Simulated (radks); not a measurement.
Species: Sb XII. Configuration: [Kr] 4d4.

Calculated with a radial shooting solver on a logarithmic mesh with Libxc functionals: scalar-relativistic Kohn-Sham, LDA (Slater exchange, Perdew-Wang correlation), spin-unpolarised, spherical densities, finite nucleus; Fermi nuclear charge, rms radius 4.6802 fm.

Energy parts (hartree):
| part | energy |
|---|---|
| total | -6436.02416 |
| kinetic | 6731.56302 |
| electron-nucleus | -15248.17932 |
| Hartree | 2237.29877 |
| exchange-correlation | -156.70662 |

Orbitals (lengths in bohr, moments of r in powers of bohr; <r^-3> diverges for s and p1/2):
orbital  occ.  eigenvalue (hartree)     <r^2>  <r^-3>
1s          2             -1120.590  0.001096       -
2s          2             -177.5677   0.01775       -
2p          6             -160.3594   0.01401    5032
3s          2             -41.20119    0.1247       -
3p          6             -35.58997    0.1248   948.1
3d         10             -27.03055    0.1094   131.1
4s          2             -12.86955    0.6434       -
4p          6             -11.04379    0.7183   205.2
4d          4              -8.30238    0.8668   24.04

The highest occupied level is 4d at -225.92 eV. The density falls to 0.001 e/bohr^3 at r = 2.07 bohr. Summed over all electrons, <r^2> = 11.28 bohr^2, which gives a Langevin (diamagnetic) susceptibility term of -8.93 x 10^-6 cm^3/mol. The electron density at the nucleus is 2.143e+05 e/bohr^3 (large components only). For comparison, the ionisation energy in NIST's Atomic Spectra Database is 238 eV (theoretical). In exact Kohn-Sham theory the highest level is minus the ionisation energy, but local and semilocal functionals leave it too shallow, through self-interaction and a potential that decays too fast; potentials with the right tail come closer.

Beside tabulated values, note that spin-unpolarised runs miss the spin-polarisation part of the exchange energy of open shells.
